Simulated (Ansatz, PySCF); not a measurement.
Gas-phase reaction (SMILES): PP (P2H4) [phosphanylphosphane] + [H][H] (H2) → 2 P (PH3); energy of full hydrogenation.

Each molecule is optimised on its own at B3LYP-D3(BJ)/def2-TZVP (Ansatz, an electronic-structure program), one conformer each, not searched for the lowest. Cores are frozen in the correlated levels unless marked. Spin-orbit coupling is left out. No relativistic terms. CBS marks a two-point X^-3 extrapolation of the correlation energy; Hartree-Fock from the larger set. Thermal terms are rigid-rotor harmonic-oscillator values from B3LYP-D3(BJ) frequencies (PySCF) at 298.15 K and 1 atm. 1 Eh = 627.5095 kcal/mol.

| species | E, CCSD(T)/CBS(cc-pV(T+d)Z,cc-pV(Q+d)Z) (Ansatz) (Eh) | E, PBE/def2-TZVPD (Ansatz) (Eh) | H - E (Eh) | G - E (Eh) |
|---|---|---|---|---|
| PP (P2H4) | -684.25276 | -684.79540 | 0.04006 | 0.00897 |
| [H][H] (H2) | -1.17450 | -1.16589 | 0.01336 | -0.00144 |
| P (PH3) | -342.71739 | -342.98335 | 0.02774 | 0.00389 |

Work out ΔE and ΔH, ΔG, ΔS and the equilibrium constant at 298.15 K at the first level, then ΔH at the second.


1. ΔE = [2×(-342.71739)] - [(-684.25276) + (-1.17450)] = -0.00752 Eh = -4.7 kcal/mol at CCSD(T)/CBS(cc-pV(T+d)Z,cc-pV(Q+d)Z).
2. The terms H - E add up to 0.00206 Eh, so ΔH = (-0.00752 + (0.00206))×627.5095 = -3.4 kcal/mol.
3. The terms G - E add up to 0.00025 Eh, so ΔG = -4.6 kcal/mol, and ΔS = (0.00206 - (0.00025))×627509.5/298.15 = 3.8 cal/(mol K).
4. log10 K = -ΔG/(RT ln 10) = 3.4, with RT ln 10 = 1.3642 kcal/mol.
5. At PBE/def2-TZVPD the same steps give ΔE = -3.4 and ΔH = -2.1 kcal/mol, a shift of +1.3 from the first level.
6. These values are not checked against measurement here, since the tables used lack a sound gas-phase enthalpy of formation for at least one species.
